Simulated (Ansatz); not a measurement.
Species: YBr₃ (charge -1, doublet). The spin state was set by rule; other spins were not relaxed. 
Coordinates optimised at B3LYP-D3(BJ)/def2-TZVP (Ansatz, an electronic-structure program):
```
Y
Br 1 2.6965
Br 1 2.6965 2 120.00
Br 1 2.6965 2 120.00 3 180.00
```
Charge -1, spin multiplicity 2.

Basis-set convergence of Hartree-Fock and MP2 correlation energies (hartree) with Ansatz. Cores are frozen in the correlated levels unless marked. UHF or UKS for open shells. Spin-orbit coupling is left out. The frozen core is the preceding noble-gas configuration, with the filled d and f shells of earlier blocks. Past Kr the def2 sets carry scalar-relativistic core potentials. This anion needs diffuse functions, which these sets lack.

| basis | functions | E(HF) | E(corr, MP2) |
|---|---|---|---|
| def2-SVP | 127 | -7754.53410 | -0.40044 |
| def2-TZVPP | 200 | (withheld) | (withheld) |

What belongs in the gaps?


- def2-TZVPP, E(HF): -7755.48755
- def2-TZVPP, E(corr, MP2): -0.53704
